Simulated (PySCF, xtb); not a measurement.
5H-1,4-dioxepine (C5H6O2), SMILES C1=COC=COC1.

xtb 6.7.1 with GFN2-xTB at its own geometry gives an orbital gap of 4.11 eV and a dipole moment of 1.06 D.

Coordinates come from a B3LYP-D3(BJ)/def2-SVP optimisation. Other conformers were not sampled.

**Question.** What does PBE/def2-TZVP (PySCF) give? (An estimate is asked for; the answer gives what the named calculation found.)

**Answer.** gap 4.05 eV (levels -4.95 and -0.91 eV), dipole 0.95 D.
